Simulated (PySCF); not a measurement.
Isomers of C8H16O2, one GFN2-xTB conformer each. Single-point energies are computed at PBE0/pcSseg-1 (PySCF, gas phase, no added dispersion term), electronic only.

Task: Rank them by PBE0/pcSseg-1 energy, lowest first (kcal/mol).
A. `[CH3:1][O:2][C@H:3]1[CH2:4][CH2:5][C@H:6]([O:7][CH3:8])[CH2:9][CH2:10]1` with C1–O2–C3–C4 164°, C5–C6–O7–C8 75°, O2–C3–C4–C5 180°, C3–C4–C5–C6 -58°, C4–C5–C6–O7 175°, C5–C6–C9–C10 -57°
B. `[OH:1][CH2:2][C@@H:3]1[CH2:4][CH2:5][CH2:6][C@@H:7]([CH2:8][OH:9])[CH2:10]1` with H–O1–C2–C3 57°, O1–C2–C3–C4 -175°, C6–C7–C8–O9 -62°, C7–C8–O9–H -59°, C2–C3–C4–C5 -73°, C3–C4–C5–C6 -56°, C4–C5–C6–C7 59°, C5–C6–C7–C8 180°

Result: B (0.0), A (12.1).

As drawn, the lower has an O–H bond, which the higher lacks. GFN2-xTB itself gives, in the same order: 0.0, 3.0. Both levels put the same isomer lowest.

Task: Which frontier levels, dipoles and rotational constants go with these structures?

Result: 
```json
{"SMILES": "OC[C@@H]1CCC[C@@H](CO)C1", "HOMO (eV, PBE0/pcSseg-1)": "-7.54", "LUMO (eV)": "1.18", "dipole (D)": "2.12", "A, B, C (MHz)": "1848, 872.6, 682.9"}
{"SMILES": "CO[C@H]1CC[C@H](OC)CC1", "HOMO (eV, PBE0/pcSseg-1)": "-7.17", "LUMO (eV)": "1.47", "dipole (D)": "0.03", "A, B, C (MHz)": "3722, 632.9, 569.2"}
```
